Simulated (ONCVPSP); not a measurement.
**Mn (Z = 25): one change to an ONCV potential, before and after**

```json
{"Element": "manganese", "Generator": "ONCVPSP 4.0.1", "Type": "optimised norm-conserving Vanderbilt (ONCV)", "Functional": "LDA (Perdew-Wang 92)", "Relativity": "scalar-relativistic", "Frozen core": "[Ar]", "Valence charge": "7", "Reference configuration": "3d6 4s1", "Partial waves": "4s: rc 2.15 bohr, ncon 3, nbas 8, qcut 3.1 1/bohr, 2 projectors, debl 2.7 Ha; p scattering state at 0.35 Ha: rc 2.15 bohr, ncon 4, nbas 7, qcut 3.1 1/bohr, 2 projectors, debl 1.4 Ha; 3d: rc 1.45 bohr, ncon 4, nbas 8, qcut 9.9 1/bohr, 2 projectors, debl 1.5 Ha; f scattering state at 0.43 Ha: rc 1.90 bohr, ncon 5, nbas 9, qcut 6.7 1/bohr, 2 projectors, debl 3.2 Ha", "Local potential": "polynomial inside 1.05 bohr (lpopt 4, dvloc0 4 Ha)", "Core correction": "polynomial model core, fcfact 0.75"}
```

Change: s: debl 0.25.

Cutoffs: the cutoffs (Ha) at which the residual kinetic energy of the hardest occupied pseudo-wave falls to 1 and 0.1 mHa per electron; they do not see the model core or the augmentation charge, which bear on the density cutoff. Errors are all-electron minus pseudo energies relative to the spin-unpolarised reference configuration.

Problem. Predict the effect on cutoff, ghosts and configuration errors.

Solution. The potential gets neither clearly harder nor softer (41 Ha and 47 Ha → 41 Ha and 47 Ha); the lowest positive-energy flag moves from s at 58.3 eV to s at 18.9 eV; the errors of the 4 common tests hardly move; the range in which the s phases agree narrows (upper end 2.1 → 0.7); neither file shows a bound ghost.

```tsv
quantity	base	changed
cutoff, loose	41 Ha	41 Ha
cutoff, tight	47 Ha	47 Ha
bound ghosts	none	none
GHOST(+) flags under 300 eV	s at 58.3 eV, s at 60.0 eV, p at 81.9 eV	s at 18.9 eV, p at 81.9 eV
error for 3d5 4s2, meV [ΔE 0.41 eV]	-110	-106
error for 3d5 4s1, meV [ΔE 9.05 eV]	-72	-70
error for 3d5 4s0, meV [ΔE 24.92 eV]	-54	-53
error for 3d5 4s1.5, meV [ΔE 3.87 eV]	-90	-88
s: phases at 2.18 bohr within 0.05 rad from the reference energy up to (Ha; the scan ends near 5)	2.1	0.7
p: phases at 2.18 bohr within 0.05 rad from the reference energy up to (Ha; the scan ends near 5)	2.7	2.7
d: phases at 1.47 bohr within 0.05 rad from the reference energy up to (Ha; the scan ends near 5)	to the end of the scan	to the end of the scan
f: phases at 1.92 bohr within 0.05 rad from the reference energy up to (Ha; the scan ends near 5)	to the end of the scan	to the end of the scan
rms error of d²Exc/dni dnj with the model core, mHa	2.20	2.20
```
